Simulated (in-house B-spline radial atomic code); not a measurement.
Checks on a self-consistent run for the holmium ion Ho⁶⁺, [Kr] 4d10 4f8 5s2 5p5. Method: Dirac-Hartree-Fock, average of configuration, Fermi nucleus of rms radius 5.2022 fm. Calculated with an all-electron radial atomic-structure program (B-spline basis).

| orbital | q | ε (Eh) | <1/r> | <r²> | small-component weight |
| --- | --- | --- | --- | --- | --- |
| 1s1/2 | 2 | -2059.78507 | 76.0362 | 0.000588094 | 0.062738 |
| 2s1/2 | 2 | -352.13472 | 18.267 | 0.00909925 | 0.013996 |
| 2p1/2 | 2 | -334.51160 | 18.1989 | 0.00659894 | 0.014004 |
| 2p3/2 | 4 | -302.94790 | 15.8748 | 0.00781638 | 0.012896 |
| 3s1/2 | 2 | -83.56151 | 6.69638 | 0.0599305 | 0.0045139 |
| 3p1/2 | 2 | -75.85824 | 6.59845 | 0.0557239 | 0.0044402 |
| 3p3/2 | 4 | -69.14512 | 6.01036 | 0.0625012 | 0.0041348 |
| 3d3/2 | 4 | -56.11832 | 5.87605 | 0.0495278 | 0.0039917 |
| 3d5/2 | 6 | -54.67043 | 5.73141 | 0.0514136 | 0.0039032 |
| 4s1/2 | 2 | -20.39816 | 2.78919 | 0.300899 | 0.0014313 |
| 4p1/2 | 2 | -17.26367 | 2.67817 | 0.315642 | 0.0013486 |
| 4p3/2 | 4 | -15.72424 | 2.4887 | 0.350329 | 0.0012487 |
| 4d3/2 | 4 | -10.51306 | 2.27302 | 0.392776 | 0.001075 |
| 4d5/2 | 6 | -10.22643 | 2.22427 | 0.406414 | 0.0010451 |
| 4f5/2 | 3.4286 | -4.09254 | 1.80524 | 0.579985 | 0.0007212 |
| 4f7/2 | 4.5714 | -4.04900 | 1.78733 | 0.59135 | 0.00071016 |
| 5s1/2 | 2 | -5.28144 | 1.1117 | 1.5979 | 0.00033154 |
| 5p1/2 | 1.6667 | -4.26110 | 1.02243 | 1.8656 | 0.00028971 |
| 5p3/2 | 3.3333 | -3.99896 | 0.961323 | 2.05981 | 0.00026525 |

Electron-electron repulsion V_ee = 4455.0015 hartree.

Task: What total energy follows from the eigenvalues?

Result: The eigenvalues count the repulsion twice, so E = Σqε - V_ee = -8157.738 - 4455.002 = -12612.739 hartree; the run printed -12612.739.

Task: Does the Dirac virial theorem hold?

Result: For a point nucleus E = -2c²Σq·w, with w the small-component weight. Here Σq·w = 0.33577 and c = 137.0360, so the ratio E/(-2c²Σq·w) is 1.000164; the finite nucleus accounts for the departure from 1.

Task: What diamagnetic shielding (Lamb formula) and susceptibility (Langevin formula) do the radii give?

Result: σ = (α²/3)Σq<1/r> = 461.846/(3·137.036²) = 8198 ppm, and χ = -0.79199×10⁻⁶·Σq<r²> = -20.24×10⁻⁶ cm³/mol with Σq<r²> = 25.559 bohr². Both are non-relativistic formulas without the paramagnetism of open shells; for so heavy an element the full relativistic shielding is larger by tens of per cent.
